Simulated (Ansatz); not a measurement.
Reaction (redistribution): `[NH2][In]([NH2])[OH]` + `[CH3][GaH][NH2]` → `[CH3][In]([NH2])[OH]` + `[NH2][GaH][NH2]`

Calculated with Ansatz (gas phase, PBE0-D4/def2-TZVP geometries, no zero-point term in ΔE). CBS: MP2 limit from def2 TZ/QZ plus the TZ coupled-cluster correction, frozen cores. DFT in def2-TZVPP. B3LYP here is the variant with VWN-RPA as its local correlation; programs differ in this. HSE06 is defined as in plane-wave codes. Elements past krypton have def2 core potentials. For Ga, In outer-core shells are correlated without core-valence functions, which leaves a few kJ/mol of doubt a bond. Scalar relativity is left out up to krypton. One conformer a species, not always the lowest.

```json
{"level": "B3LYP-D4", "ΔE (kJ/mol)": "-31.1", "difference from CCSD(T)/CBS": "-0.8"}
{"level": "r2SCAN0-D4", "ΔE (kJ/mol)": "-33.4", "difference from CCSD(T)/CBS": "-3.1"}
{"level": "HSE06-D4", "ΔE (kJ/mol)": "-30.6", "difference from CCSD(T)/CBS": "-0.3"}
{"level": "PBE-QIDH", "ΔE (kJ/mol)": "-32.9", "difference from CCSD(T)/CBS": "-2.6"}
{"level": "PBE", "ΔE (kJ/mol)": "-27.5", "difference from CCSD(T)/CBS": "2.8"}
{"level": "CAM-B3LYP", "ΔE (kJ/mol)": "-33.7", "difference from CCSD(T)/CBS": "-3.4"}
{"level": "LC-ωPBE", "ΔE (kJ/mol)": "-33.0", "difference from CCSD(T)/CBS": "-2.7"}
{"level": "RPA@PBE/def2-TZVPP", "ΔE (kJ/mol)": "-28.1", "difference from CCSD(T)/CBS": "2.2"}
{"level": "CCSD/def2-SVP", "ΔE (kJ/mol)": "-34.1", "difference from CCSD(T)/CBS": "-3.8"}
{"level": "HF/CBS(def2)", "ΔE (kJ/mol)": "-37.4", "difference from CCSD(T)/CBS": "-7.1"}
{"level": "CCSD(T)/CBS", "ΔE (kJ/mol)": "-30.3", "difference from CCSD(T)/CBS": "0"}
```

Largest T1 diagnostic among the species: 0.015.

From BLYP to BHLYP (50 % exact exchange), in def2-TZVPP and without D4, ΔE moves by −6.5 kJ/mol. In def2-TZVPP, CCSD(T) changes the Hartree–Fock value by +5.1 kJ/mol (the triples alone add +1.5 kJ/mol) and MP2 by +3.2 kJ/mol. Leaving LDA and LC-ωPBE aside and taking each functional with its dispersion term where it has one, the values, not all of them listed here, spread over 8.7 kJ/mol, from BHLYP-D4 to revPBE-D4. LDA lies −5.9 kJ/mol from PBE without D4.
